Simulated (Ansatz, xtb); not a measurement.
# Relative energy of two isomers of FH3SbSi−

Structure a: `[F][SbH][SiH2-]`, a singlet. Structure b: `[F][Sb-][SiH3]`, a singlet. Both are isolated ions in the gas phase, relaxed with B3LYP-D3(BJ)/def2-SVPD; the shapes shown needn't be the lowest conformers.

a (Å):

```xyz
6

F    -1.0964   -0.4959    1.9577
Sb   -2.1296    0.7606    0.7148
Si   -1.8219   -0.4390   -1.6089
H    -0.7473    1.7967    0.5015
H    -3.3488   -0.6202   -1.7461
H    -1.8227    0.9773   -2.2295
```

b (Å):

```xyz
6

F    -3.0152   -0.2249    2.0341
Sb   -1.4623    1.0098    1.4302
Si   -1.6275    0.3728   -1.0390
H    -0.5572    1.1644   -1.7554
H    -2.8969    0.6950   -1.7972
H    -1.3641   -1.0605   -1.4469
```

Energies in hartree; the thermal terms are from B3LYP-D3(BJ)/def2-SVPD harmonic frequencies (ideal gas, rigid rotor, one conformer each, 298.15 K, 1 atm) and include the zero-point energy:

```
                               a           b
E, CCSD(T)/def2-SVPD  −629.722788  −629.739848
    E, MP2/def2-SVPD  −629.668792  −629.689316
  E, MP2/def2-TZVPPD  −630.199238  −630.222165
   zero-point energy     0.022615     0.025036
        H(298 K) − E     0.029259     0.031493
        G(298 K) − E    −0.008076    −0.005540
```

Question: Correct the CCSD(T) difference for the basis set by the MP2 change, then work out ΔE, ΔE₀, ΔH and ΔG for a → b in kJ/mol (1 Eh = 2625.50 kJ/mol) and the equilibrium ratio [b]/[a].

Answer: 1. Differences b − a: CCSD(T) −0.017060, MP2 in the small set −0.020524, MP2 in the large set −0.022927 Eh.
2. ΔE = −0.017060 + (−0.022927 − (−0.020524)) = −0.019463 Eh = −51.10 kJ/mol.
3. ΔE₀ = ΔE + ΔZPE = −0.019463 + (+0.002421) Eh = −44.74 kJ/mol.
4. ΔH = ΔE + (+0.002234) Eh = −45.23 kJ/mol.
5. ΔG = ΔE + (+0.002536) Eh = −44.44 kJ/mol, so ΔS = (ΔH − ΔG)/T = −2.7 J/(mol K).
6. kT = 0.9442 mEh, so K = [b]/[a] = exp(−ΔG/kT) = exp(+17.93) ≈ 6.1 × 10^7.

Structure b is favoured at this temperature. An error of 4 kJ/mol in ΔG would change K by a factor of 5. Mirror images and further conformers aren't counted.

As drawn, b has 1 Si–H in place of 1 Sb–H.

Other levels gave ΔE = −78.9 (GFN2-xTB); −134.0 (HF/STO-3G, GFN2-xTB geometries); −47.8 (r2SCAN-D4/def2-SVPD, GFN2-xTB geometries); −45.5 (B3LYP-D3(BJ)/def2-SVPD); −78.0 (HF/def2-SVPD); −53.9 (MP2/def2-SVPD); −44.8 (CCSD(T)/def2-SVPD) kJ/mol. The correlated steps freeze 10 core orbitals; the filled d shell of Sb is correlated, in a basis made for valence electrons. Atoms past krypton carry core potentials in the def2 sets, without spin–orbit terms. Programs: Ansatz 0.2.0, xtb 6.7.1.
